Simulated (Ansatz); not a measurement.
Basis sets compared for B₆N (the lowest doublet isomer of a short search). Charge 0, multiplicity 2. Geometry B3LYP-D4/def2-SVP. Ansatz on 4 threads of Arm Neoverse V1 on a shared host; times are rough, and most runs start from earlier orbitals.

```xyz
7

N     0.696    1.046    1.681
B     0.085   -0.734   -2.021
B     0.842    0.093   -0.994
B    -1.248   -0.537    0.442
B    -1.048   -0.992   -1.025
B     1.095    0.788    0.429
B    -0.423    0.336    1.488
```

Another isomer (doublet) lies 0.19 eV lower at PBE0-D4/def2-TZVP; other spin states weren't run for this one.

Binding counts from free atoms (N quartet, B doublet) in the same basis, without a counterpoise term.

```csv
level,functions,energy (Eh),HOMO (eV),LUMO (eV),binding per atom (eV),wall time
PBE-D4/def2-SVP,98,-203.1991,-5.01,-4.40,4.83,1.4 s
PBE-D4/def2-TZVP,217,-203.4165,-5.02,-4.43,4.76,3.6 s
PBE0-D4/def2-SVP,98,-203.2089,-5.93,-3.65,4.64,1.9 s
PBE0-D4/def2-TZVP,217,-203.4257,-5.91,-3.66,4.56,6.5 s
ωB97X-V/def2-TZVP,217,-203.6162,-7.85,-1.67,4.30,29 s
```

Problem. Estimate the rows for PBE-D4/def2-TZVPD, PBE0-D4/def2-TZVPD, ωB97X-V/def2-TZVPD.

Solution. 
```
             level  functions  energy (Eh)  HOMO (eV)  LUMO (eV)  binding per atom (eV)  wall time
 PBE-D4/def2-TZVPD        259    -203.4170      -5.03      -4.44                   4.76        8 s
PBE0-D4/def2-TZVPD        259    -203.4261      -5.91      -3.66                   4.56       14 s
ωB97X-V/def2-TZVPD        259    -203.6165      -7.85      -1.68                   4.30       42 s
```
